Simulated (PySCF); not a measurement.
## RhOF, triplet: data card

Level of theory: UPBE0/[Rh def2-TZVP with ECP28, O def2-TZVP, F def2-TZVP], scalar-relativistic core potentials, density fitting, no spin–orbit coupling, PySCF.

The structure is a minimum.

```xyz
3
charge 0 multiplicity 3, angstrom
Rh   -0.0576    0.0000   -0.1362
O    -1.6448    0.0000    0.3204
F     1.6966    0.0000    0.4792
```

| Property | Result |
| --- | --- |
| Point group | Cs |
| Bond lengths | Rh–F 1.859 Å, Rh–O 1.652 Å |
| Bond angles | F–Rh–O 144.6° |
| Entropy at 298.15 K and 1 bar (electronic part: spin only) | 288.5 J/(mol K) |
| Heat capacity Cp at 298.15 K | 47.0 J/(mol K) |
| Principal polarisabilities | 24.3, 26.6, 46.8 bohr³ |
| Highest occupied level (α) | -7.85 eV |
| Atomisation energy without zero-point energy | 745 kJ/mol |
| Rotational symmetry number | 1 |
| Spin squared ⟨S²⟩ | 2.014 |
| Zero-point energy | 10.5 kJ/mol |
| Dipole moment | 1.82 D |
| Enthalpy at 298.15 K above 0 K | 12.14 kJ/mol |
| Principal quadrupole moments (Buckingham, traceless) about the centre of mass | -8.25, 4.07, 4.18 D Å |
| Lowest empty level (α) | -4.41 eV |
| Rotational constants | 2.328, 0.1703, 0.1587 cm⁻¹ |

Harmonic modes (masses in u: Rh 102.906, O 15.995, F 18.998):
```json
{"symmetry": "a'", "ω (cm⁻¹)": "142", "IR (km/mol)": "18.1", "type": "bend"}
{"symmetry": "a'", "ω (cm⁻¹)": "611", "IR (km/mol)": "129", "type": "stretch"}
{"symmetry": "a'", "ω (cm⁻¹)": "1002", "IR (km/mol)": "105", "type": "stretch"}
```

Charges (e):
```tsv
atom	Mulliken	Löwdin	polar tensor	spin (Mulliken)	Mayer order to Rh1
Rh1	0.97	0.51	1.30	1.36	–
O2	-0.46	-0.19	-0.56	0.61	1.92
F3	-0.51	-0.32	-0.74	0.04	0.70
```

Mulliken populations on Rh1 (electrons outside its core potential): s 2.38, p 6.14, d 7.49, f 0.02.

Formally Rh is in oxidation state +3, d6, with 2 unpaired electrons (the high-spin count would be 4). The Mulliken spin on Rh is 1.36. The polar-tensor charge on Rh, 1.30, is far below the formal one.

Other isomers or separated fragments may lie lower. Open d and f shells are described by one determinant, and the ground state may have another occupation or spin.

The final relaxation and frequency run took about 110 core-seconds on a shared host.
